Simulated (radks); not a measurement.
The numbers below are computed, except where a source is named.
All-electron atom: the holmium ion Ho3+ in [Xe] 4f10. Level of theory: Dirac Kohn-Sham, PBE, spin-unpolarised, spherical densities, finite nucleus; open shells fill j = l - 1/2 first; Fermi nuclear charge, rms radius 5.2022 fm (a radial shooting solver on a logarithmic mesh with Libxc functionals).

Normalised radial functions P(r) = r R(r) (large component), r in bohr:

```
   r/bohr * 4d5/2, o 5p1/2, + 5p3/2 (the largest magnitude, 1.39, reaches the edge; | marks zero, & curves that meet)
0.0009916                             &
 0.001312                             &
 0.001722                             &
 0.002279                             &
 0.003015                             &
 0.003989                             &
 0.005236                             &o
 0.006928                             &o
 0.009167                             *&
  0.01213                             *+o
  0.01592                             * &
  0.02106                             |* &
  0.02787                             |* +o
  0.03688                             |  *+o
  0.04841                             |   &*
  0.06405                             |  &    *
  0.08474                             o+          *
   0.1121                         o+  |              *
   0.1472                       &     |               *
   0.1947                       +o    |          *
   0.2577                            &|o
   0.3409             *               |     + o
   0.4511   *                         |        &
   0.5921  *                          |  o+
   0.7834         *          o  +     |
    1.036           o +     *         |
    1.371           &             *   |
      1.8               +o           *|
    2.382                     + o     *
    3.151                          +o *
     4.17                            +&
```

4d5/2: eigenvalue -188.67 eV, 1 radial node at r = 0.252 bohr, <r> = 0.599 bohr, 90 % of the charge inside 0.901 bohr. 5p1/2: eigenvalue -58.349 eV, 3 radial nodes at r = 0.0845, 0.251, 0.633 bohr, <r> = 1.39 bohr, 90 % of the charge inside 2.03 bohr. 5p3/2: eigenvalue -52.846 eV, 3 radial nodes at r = 0.0916, 0.267, 0.670 bohr, <r> = 1.48 bohr, 90 % of the charge inside 2.17 bohr.
